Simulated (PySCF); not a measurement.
**Nuclear quadrupole coupling in `C#CP(C)/C=C\[P@@H](=S)C#C`**

Compound: C7H8P2S.
Geometry (GFN2-xTB, Å), atoms numbered from 1 in this order:
```
atom  x, y, z in Å
C1    -2.1142    1.5875    1.0721
C2    -1.8038    0.6008    0.4586
P3    -1.2086   -0.8928   -0.2816
C4    -2.6924   -1.3162   -1.2972
C5    -0.2150   -0.0539   -1.5644
C6     1.0656    0.1789   -1.3001
P7     1.7800   -0.4809    0.2244
S8     2.3083   -2.3361    0.1348
C9     3.1205    0.6302    0.5288
C10    4.1394    1.2400    0.7243
H11   -2.4211    2.4610    1.5703
H12   -3.0336   -0.4557   -1.8720
H13   -2.4348   -2.1333   -1.9706
H14   -3.4917   -1.6490   -0.6366
H15   -0.6799    0.2344   -2.5004
H16    1.7528    0.6582   -1.9883
H17    0.9241   -0.0911    1.2551
H18    4.9958    1.8244    0.9017
```

Field gradients from the PBE0/pcSseg-1 density (PySCF, non-relativistic), principal values in atomic units, ordered |Vxx| ≤ |Vyy| ≤ |Vzz|:

```json
{"atom": "S8", "Vxx": "-1.1835", "Vyy": "-1.2379", "Vzz": "2.4214"}
```

Question: Find the asymmetry η = (Vxx − Vyy)/Vzz and the couplings χ = eQV/h (234.96 MHz × Q in barn × V in au), with Q(33S) = −0.0678 b.

Answer: 
```json
{"atom": "S8", "environment": "sulfur bonded to P", "nucleus": "33S", "η": "0.02", "χzz (MHz)": "-38.57", "χxx (MHz)": "18.85", "χyy (MHz)": "19.72"}
```

The gradient is axial or nearly so (η below 0.05) at S8. 

Question: What is Vzz at S8 in SI units (1 au = 9.71736 × 10²¹ V/m²)?

Answer: 2.4214 au = 23.530 × 10²¹ V/m².

Were the hydrogens deuterons (Q(2H) = 0.00286 b), χzz would run from 124 kHz (H17) to 262 kHz (H11).

Geometry: GFN2-xTB, one conformer, isolated molecule. GFN2-xTB bond lengths can be off by several hundredths of an ångström, more for odd bonds, and the gradients follow them. A larger basis could move these couplings by a tenth or more.
